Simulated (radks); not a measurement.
N3-, configuration [Ne]. Method: non-relativistic Kohn-Sham, PBE, spin-unpolarised, spherical densities, point nucleus; Watson sphere of charge +3 and radius 3.61 bohr; computed with a radial shooting solver on a logarithmic mesh with Libxc functionals.

Normalised radial functions P(r) = r R(r), r in bohr:

r,1s,2s,2p
0.007995,0.2658,0.0573,0.0005
0.01008,0.3304,0.0712,0.0007
0.01272,0.4090,0.0881,0.0011
0.01604,0.5039,0.1085,0.0018
0.02006,0.6129,0.1318,0.0028
0.0253,0.7452,0.1601,0.0043
0.03191,0.8973,0.1924,0.0067
0.03992,1.0617,0.2270,0.0103
0.05034,1.2453,0.2650,0.0158
0.06348,1.4337,0.3025,0.0240
0.08006,1.6127,0.3355,0.0361
0.1002,1.7578,0.3573,0.0530
0.1263,1.8551,0.3612,0.0775
0.1593,1.8725,0.3364,0.1113
0.2009,1.7883,0.2723,0.1563
0.2513,1.6031,0.1654,0.2113
0.317,1.3173,0.0056,0.2798
0.3997,0.9747,-0.1962,0.3571
0.5041,0.6334,-0.4188,0.4371
0.6307,0.3596,-0.6220,0.5087
0.7954,0.1651,-0.7795,0.5653
1.003,0.0594,-0.8465,0.5922
1.255,0.0166,-0.8124,0.5858
1.583,0.0031,-0.6925,0.5515
1.996,0.0004,-0.5276,0.5030
2.517,0.0000,-0.3621,0.4546
3.149,0.0000,-0.2285,0.4109
3.971,0.0000,-0.1219,0.3438
5.008,0.0000,-0.0499,0.2403
6.316,0.0000,-0.0149,0.1382
7.901,0.0000,-0.0033,0.0660
9.965,0.0000,-0.0004,0.0235

1s: eigenvalue -378.49 eV, 0 radial nodes, <r> = 0.230 bohr, 90 % of the charge inside 0.412 bohr. 2s: eigenvalue -13.944 eV, 1 radial node at r = 0.319 bohr, <r> = 1.45 bohr, 90 % of the charge inside 2.43 bohr. 2p: eigenvalue -3.826 eV, 0 radial nodes, <r> = 2.40 bohr, 90 % of the charge inside 4.53 bohr.
